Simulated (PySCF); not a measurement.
C2H6O3Si, SMILES CO[SiH2]C(=O)O, singlet at its GFN2-xTB optimised geometry (Å):

```
12

C      2.2383     1.0590    -0.2379
O      0.9834     0.4460    -0.1947
Si     0.6125    -1.1102     0.0000
C     -1.2946    -1.1102     0.0000
O     -1.9453    -2.1267     0.0147
O     -1.8690     0.0922     0.0000
H      2.7750     0.9047     0.7004
H      2.8398     0.6523    -1.0534
H      2.0863     2.1267    -0.3969
H      1.0896    -1.6605     1.2724
H      1.0946    -1.9587    -1.0922
H     -2.8398     0.0147     0.0082
```

Level of theory: B3LYP/def2-TZVP (PySCF). Cells within 0.4 Å of a nucleus heavier than hydrogen are left out (blank, or x).

Map of the deformation density (molecule minus spherical neutral atoms) (e/bohr³) on the plane z = 0.0 Å:

```
|111111111111111111111111111|
|111111111111111111111111111|
|111111111111111111111111111|
|111111111111111111111111111|
|111111111111111111111111111|
|111111111111111111111111111|
|111111111111111111001111111|
|111111111111111111111111111|
|111111111111111101331011111|
|111111111111111100241001111|
|1111111111111111100x2101111|
|1111100022111126231x4111111|
|11110021x610012xx2101111111|
|11110075xx00001551000111111|
|111100113510101331001111111|
|1111100014x4410x00011111111|
|111111001xx752xx00011111111|
|111111125922210110011111111|
|11111127x510000011111111111|
|11111126x611000011111111111|
|111111113311111111111111111|
|111111111111111111111111111|
|111111111111111111111111111|
|111111111111111111111111111|
|111111111111111111111111111|
|111111111111111111111111111|
|111111111111111111111111111|
```
Scale: ten equal steps from -0.021 (start of '0') to 0.124 (end of '9'), in the order '0123456789'; x runs from -5.00 to 5.00, y from -5.00 (bottom) to 5.00 (top).
